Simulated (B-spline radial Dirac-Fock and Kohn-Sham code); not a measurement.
**K⁺ 2p1/2: cross section and angular parameters**

System: potassium as K⁺ in the configuration 1s2 2s2 2p6 3s2 3p6; threshold 307.8 eV (orbital energy of the model). Model: Dirac-Hartree-Slater photoionisation with a Latter tail; cross sections with all multipoles, angular parameters from the dipole term and its interference with E2. Program: a radial B-spline solver.

For linearly polarised light dσ/dΩ = σ/(4π) [1 + β P₂(cos θ) + (δ + γ cos²θ) sin θ cos φ], with θ from the polarisation vector and φ the angle between the beam and the projection of the electron momentum on the plane normal to the polarisation.

```
hν (eV)   σ (kb)      β       γ      δ
    366      733  1.089  -0.052  0.010
    854        ?      ?       ?      ?
    945     68.6  1.437   0.329  0.026
 1253.6     30.5  1.364   0.458  0.035
   1270     29.3  1.360   0.463  0.035
   2000     7.40  1.187   0.661  0.058
   2050     6.85  1.176   0.671  0.059
   2730     2.75  1.046   0.786  0.081
 2984.4     2.06  1.004   0.820  0.089
   4900    0.392  0.770   0.996  0.148
   4980    0.371  0.763   1.001  0.150
   5710    0.231  0.701   1.047  0.171
 9251.7   0.0417  0.503   1.197  0.260
  11200   0.0208  0.436   1.257  0.302
  12000   0.0162  0.413   1.279  0.318
  13700  0.00991  0.371   1.324  0.351
  15000  0.00708  0.344   1.356  0.374
```

**Question.** Give the values at 854 eV.

**Answer.** σ = 90.9 kb, β = 1.455, γ = 0.283, δ = 0.024.

Values without a named source are computed, but for edge energies of neutral atoms, which are taken from tables.
